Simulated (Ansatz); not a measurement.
Reaction (ligand exchange at the Sn–F bond): `CC[O][Sn]([F])([O]CC)[O]CC` + HCl → `CC[O][Sn]([Cl])([O]CC)[O]CC` + H–F

Isolated molecules relaxed with PBE0-D4/def2-TZVP in Ansatz; ΔE leaves out vibrations. CCSD(T)/CBS is the MP2 limit (def2-TZVPP, def2-QZVPP) plus CCSD(T) − MP2 in def2-TZVPP, frozen cores. This one scheme is used for every species. DFT in def2-TZVPP. HSE06 is defined as in plane-wave codes. Elements past krypton have def2 core potentials. For Sn outer-core shells are correlated without core-valence functions, which leaves a few kJ/mol of doubt a bond. One conformer a species, not always the lowest.

`CC[O][Sn]([F])([O]CC)[O]CC`:

Z-matrix (Å, degrees):
```
C
C 1 1.508
H 1 1.093 2 110.3
H 1 1.092 2 110.5 3 120.0
H 1 1.092 2 110.5 3 -120.0
O 2 1.423 1 108.4 3 179.6
H 2 1.098 1 110.0 3 58.9
H 2 1.097 1 110.2 3 -59.4
Sn 6 1.939 2 120.8 1 175.0
F 9 1.908 6 106.5 2 -47.6
O 9 1.932 6 108.4 2 -167.9
O 9 1.932 6 115.5 2 68.6
C 11 1.424 9 120.7 6 44.9
C 12 1.424 9 120.0 6 78.4
C 13 1.508 11 108.3 9 -170.4
H 13 1.097 11 110.0 9 69.2
H 13 1.097 11 110.7 9 -49.5
C 14 1.508 12 108.2 9 174.5
H 14 1.098 12 110.3 9 -65.1
H 14 1.097 12 110.6 9 53.7
H 15 1.092 13 110.5 11 -59.2
H 15 1.092 13 110.6 11 60.8
H 15 1.093 13 110.3 11 -179.2
H 18 1.092 14 110.5 12 -60.4
H 18 1.092 14 110.5 12 59.6
H 18 1.093 14 110.3 12 179.6
```

HCl:

Z-matrix (Å, degrees):
```
Cl
H 1 1.279
```

`CC[O][Sn]([Cl])([O]CC)[O]CC`:

```xyz
26

C     1.687    0.705    3.797
C     1.765    0.011    2.461
O     0.994    0.753    1.526
Sn    0.885    0.157   -0.313
Cl    2.976   -0.145   -1.237
O    -0.116    1.532   -1.236
C    -0.292    1.447   -2.644
C    -1.091    2.643   -3.096
O     0.012   -1.577   -0.451
C    -1.312   -1.720    0.045
C    -1.753   -3.145   -0.179
H     2.081    1.721    3.723
H     0.651    0.762    4.139
H     2.270    0.159    4.543
H     2.810   -0.055    2.132
H     1.384   -1.016    2.547
H    -0.816    0.520   -2.912
H     0.681    1.431   -3.153
H    -0.566    3.568   -2.848
H    -2.066    2.660   -2.605
H    -1.246    2.610   -4.177
H    -1.353   -1.477    1.115
H    -1.995   -1.030   -0.470
H    -1.089   -3.836    0.344
H    -2.770   -3.291    0.192
H    -1.731   -3.389   -1.243
```

H–F:

```xyz
2

F    -0.268   -0.205    0.312
H     0.268    0.205   -0.312
```

**Question.** Is it downhill or uphill in electronic energy at CCSD(T)/CBS, and by how much? (Best estimate.)

**Answer.** The calculation gave: Downhill: ΔE = -0.41 eV.

**Question.** What do these levels give: PBE0, r2SCAN0, HSE06, MP2/def2-SVP, CCSD(T)/def2-SVP, MP2/CBS(def2)? (An estimate is asked.)

**Answer.** Ansatz gave: PBE0 -0.38, r2SCAN0 -0.39, HSE06 -0.38, MP2/def2-SVP -0.33, CCSD(T)/def2-SVP -0.31, MP2/CBS(def2) -0.49 eV.

Largest T1 diagnostic among the species: 0.014.

From PBE to PBE0 (25 % exact exchange), in def2-TZVPP and without D4, ΔE moves by −0.06 eV. The D4 term adds −0.09 eV with B3LYP and −0.06 eV with PBE0; it sums over pairs of atoms, weighted by their polarisabilities, and B3LYP, whose exchange is more repulsive, gets the larger term.

B3LYP here is the variant with VWN-RPA as its local correlation; programs differ in this.
